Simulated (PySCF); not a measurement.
A geometry optimisation, step by step.

C3H8GeO.
Atom-mapped SMILES: `[CH2:1]=[CH:2][GeH2:3][O:4][CH3:5]` (hydrogens: H6, H7 on C1; H8 on C2; H9, H10 on Ge3; H11, H12, H13 on C5)

Computed by this run: PBE0-D3(BJ)/def2-SVP geometry optimisation, gas phase (PySCF); density fitting, grid level 1; the optimiser is geomeTRIC in internal coordinates, started from a GFN2-xTB structure with every atom displaced at random (about 0.01 Å). The frame can shift and turn from step to step; on so coarse a grid that alone can change the energy by a few meV, and forces under 0.02 eV/Å are noise.

Step 0: E = -61781.7017 eV, largest atomic force 2.751 eV/Å
```
atom  x, y, z in Å  |  force x, y, z in eV/Å
C1      2.152    0.985   -0.178    0.050   0.522  -0.527
C2      1.404    0.128    0.491   -0.638  -1.014  -0.077
Ge3     0.200   -1.189   -0.346    1.641   0.400   0.513
O4     -1.387   -0.982    0.275   -2.522   0.842   0.709
C5     -2.173    0.199    0.213    0.620  -0.839   1.074
H6      2.758    1.747    0.301    0.336   0.175   0.290
H7      2.140    1.025   -1.261    0.045  -0.023  -0.494
H8      1.450    0.146    1.572   -0.075  -0.029   0.582
H9      0.223   -1.020   -1.827    0.092   0.173  -1.051
H10     0.420   -2.612    0.090    0.390  -0.542   0.092
H11    -1.642    1.044    0.681   -0.009   0.175   0.015
H12    -2.422    0.469   -0.799   -0.234   0.237  -0.959
H13    -3.118    0.043    0.776    0.304  -0.076  -0.166
```

Step 1: E = -61781.8810 eV, largest atomic force 0.962 eV/Å
```
atom  x, y, z in Å  |  force x, y, z in eV/Å
C1      2.070    0.979   -0.181   -0.138   0.183  -0.082
C2      1.354    0.090    0.510    0.000  -0.201  -0.001
Ge3     0.200   -1.233   -0.325   -0.624   0.168   0.416
O4     -1.481   -1.002    0.342    0.810  -0.390  -0.340
C5     -2.106    0.233    0.214   -0.122   0.139   0.040
H6      2.679    1.746    0.310    0.095  -0.055   0.029
H7      2.044    1.022   -1.275    0.015  -0.032  -0.047
H8      1.412    0.102    1.605   -0.041  -0.002   0.028
H9      0.220   -1.025   -1.858   -0.042   0.004   0.057
H10     0.517   -2.679    0.085    0.015   0.040  -0.031
H11    -1.514    1.054    0.660   -0.012   0.102  -0.012
H12    -2.314    0.502   -0.841   -0.014   0.032  -0.005
H13    -3.074    0.194    0.744    0.058   0.013  -0.053
```

Step 2: E = -61781.9017 eV, largest atomic force 0.377 eV/Å
```
atom  x, y, z in Å  |  force x, y, z in eV/Å
C1      2.043    0.981   -0.184    0.046   0.037   0.052
C2      1.353    0.087    0.530    0.024  -0.030  -0.068
Ge3     0.200   -1.223   -0.306   -0.325   0.023   0.189
O4     -1.463   -1.007    0.340    0.230  -0.013  -0.126
C5     -2.096    0.231    0.205   -0.076   0.032   0.005
H6      2.701    1.718    0.289   -0.009   0.020  -0.007
H7      1.989    1.018   -1.279   -0.006  -0.015   0.010
H8      1.429    0.090    1.625    0.033   0.008  -0.018
H9      0.206   -0.993   -1.833    0.005   0.008  -0.015
H10     0.529   -2.671    0.078    0.025  -0.012  -0.010
H11    -1.520    1.067    0.650    0.023  -0.033  -0.006
H12    -2.300    0.497   -0.851    0.020  -0.018  -0.004
H13    -3.068    0.187    0.725    0.010  -0.007  -0.002
```

Step 3: E = -61781.9051 eV, largest atomic force 0.098 eV/Å
```
atom  x, y, z in Å  |  force x, y, z in eV/Å
C1      2.054    0.990   -0.179   -0.018  -0.056  -0.069
C2      1.365    0.082    0.521    0.051   0.048   0.069
Ge3     0.186   -1.221   -0.292    0.017   0.005  -0.038
O4     -1.464   -1.006    0.351   -0.038   0.052   0.024
C5     -2.103    0.228    0.200   -0.021   0.023  -0.019
H6      2.721    1.718    0.297   -0.031  -0.014   0.022
H7      1.991    1.042   -1.273   -0.005   0.008  -0.004
H8      1.460    0.075    1.613    0.014  -0.012   0.020
H9      0.176   -0.990   -1.819    0.009  -0.001  -0.028
H10     0.526   -2.670    0.083    0.014  -0.001   0.009
H11    -1.525    1.071    0.628    0.002  -0.028   0.001
H12    -2.308    0.476   -0.861    0.009  -0.015   0.004
H13    -3.073    0.189    0.721   -0.003  -0.010   0.009
```

Step 4: E = -61781.9063 eV, largest atomic force 0.074 eV/Å
```
atom  x, y, z in Å  |  force x, y, z in eV/Å
C1      2.051    0.982   -0.184    0.003   0.014   0.035
C2      1.376    0.078    0.532   -0.025  -0.017  -0.021
Ge3     0.187   -1.215   -0.286    0.063  -0.029  -0.025
O4     -1.464   -1.000    0.353   -0.056   0.016   0.039
C5     -2.108    0.230    0.197    0.002   0.006  -0.020
H6      2.718    1.712    0.288    0.012   0.005  -0.021
H7      1.972    1.035   -1.276   -0.004   0.001   0.009
H8      1.485    0.068    1.624    0.015   0.002  -0.010
H9      0.180   -0.976   -1.814    0.010   0.004   0.000
H10     0.529   -2.665    0.081   -0.006  -0.004   0.004
H11    -1.532    1.074    0.623   -0.009   0.003   0.003
H12    -2.310    0.471   -0.866   -0.003   0.000   0.004
H13    -3.078    0.189    0.718   -0.001  -0.002   0.003
```

Step 5: E = -61781.9068 eV, largest atomic force under 0.02 eV/Å
```
atom  x, y, z in Å  |  force x, y, z in eV/Å
C1      2.053    0.981   -0.183   -0.007   0.017  -0.001
C2      1.382    0.075    0.534   -0.016  -0.007  -0.005
Ge3     0.188   -1.214   -0.283    0.014  -0.009  -0.004
O4     -1.464   -0.995    0.358   -0.003   0.007   0.014
C5     -2.113    0.232    0.195    0.000  -0.012  -0.011
H6      2.727    1.710    0.281    0.003  -0.002   0.005
H7      1.960    1.038   -1.274    0.004  -0.001  -0.005
H8      1.500    0.060    1.625    0.014  -0.005  -0.007
H9      0.183   -0.973   -1.811    0.005   0.002   0.008
H10     0.527   -2.665    0.082   -0.011   0.001   0.004
H11    -1.540    1.080    0.617   -0.001   0.005   0.003
H12    -2.317    0.466   -0.869   -0.001   0.002   0.001
H13    -3.082    0.188    0.717   -0.001   0.003  -0.001
```

Step 6: E = -61781.9073 eV, largest atomic force 0.033 eV/Å
```
atom  x, y, z in Å  |  force x, y, z in eV/Å
C1      2.055    0.982   -0.184   -0.011   0.007  -0.004
C2      1.393    0.069    0.532   -0.005  -0.003   0.008
Ge3     0.187   -1.214   -0.277   -0.020   0.013  -0.004
O4     -1.463   -0.987    0.371    0.032   0.006  -0.004
C5     -2.119    0.234    0.192    0.001  -0.025   0.001
H6      2.739    1.703    0.279   -0.001   0.004   0.000
H7      1.947    1.054   -1.273    0.004  -0.005  -0.004
H8      1.531    0.044    1.620    0.008  -0.012   0.001
H9      0.178   -0.972   -1.805   -0.003  -0.003   0.007
H10     0.520   -2.667    0.088   -0.011   0.005   0.006
H11    -1.551    1.092    0.601    0.005   0.004   0.001
H12    -2.328    0.452   -0.874    0.001   0.004  -0.003
H13    -3.086    0.192    0.719   -0.001   0.005  -0.003
```

Step 7: E = -61781.9077 eV, largest atomic force 0.022 eV/Å
```
atom  x, y, z in Å  |  force x, y, z in eV/Å
C1      2.052    0.983   -0.186   -0.013   0.000  -0.017
C2      1.408    0.058    0.534    0.017   0.010   0.011
Ge3     0.186   -1.213   -0.267   -0.016   0.009  -0.006
O4     -1.459   -0.976    0.388    0.019   0.001  -0.004
C5     -2.121    0.239    0.188    0.008  -0.018   0.008
H6      2.746    1.699    0.269   -0.005  -0.003   0.010
H7      1.918    1.067   -1.271    0.001  -0.001  -0.006
H8      1.574    0.018    1.617   -0.003  -0.009   0.005
H9      0.170   -0.969   -1.794   -0.006  -0.004   0.003
H10     0.509   -2.668    0.096   -0.005   0.001   0.006
H11    -1.556    1.106    0.581    0.003   0.005  -0.001
H12    -2.333    0.436   -0.882    0.001   0.005  -0.005
H13    -3.087    0.202    0.717   -0.001   0.004  -0.003
```

Q: Summarise the path.

A: The energy falls by 4.75 kcal/mol from step 0 to step 7; nine tenths of that is first reached at step 2. It falls at every step. The largest force goes from 2.751 to 0.022 eV/Å. Among the bonds Ge3–O4 changes most, from 1.716 to 1.786 Å; the atoms move by 0.127 Å rms after alignment.

What follows is the cost of the whole optimisation. Time: 50 s; peak memory 0.54 GiB. Hardware: Arm Neoverse V2, one thread, on a shared host.
